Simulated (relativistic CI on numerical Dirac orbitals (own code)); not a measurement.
**Spin-allowed bands of a d3 ion in an octahedral site, by hand**

Problem. Take Δ = 21000 cm⁻¹ and B = 890 cm⁻¹ for a d3 ion in an octahedral site. Calculate the three spin-allowed bands.

Working.
1. The terms of highest spin are 4F (energy 0) and 4P (15B = 13350 cm⁻¹). Here the F term splits into A2 at −1.2Δ = -25200, T2 at −0.2Δ = -4200 and T1 at +0.6Δ = 12600 cm⁻¹.
2. The two T1 states mix through the element 0.4Δ: H = [[12600, 8400], [8400, 13350]], with roots ½(H₁₁ + H₂₂) ∓ ½√[(H₂₂ − H₁₁)² + 4H₁₂²] = ½(25950) ∓ ½(16817) = 4567 and 21383 cm⁻¹.
3. The ground term is 4A2 at -25200 cm⁻¹.
4. Bands: 4T2 21000 cm⁻¹ (476 nm), 4T1(F) 29767 cm⁻¹ (336 nm), 4T1(P) 46583 cm⁻¹ (215 nm).

Check. Exact diagonalisation of the whole d3 shell with these parameters gives 4T2 21000, 4T1 29767, 4T1 46583 cm⁻¹. The match is exact, since without spin-orbit coupling no other term has this spin. The ratio of the second band to the first, 1.417, depends on Δ/B = 23.6 alone, which is how a Tanabe-Sugano diagram is read.
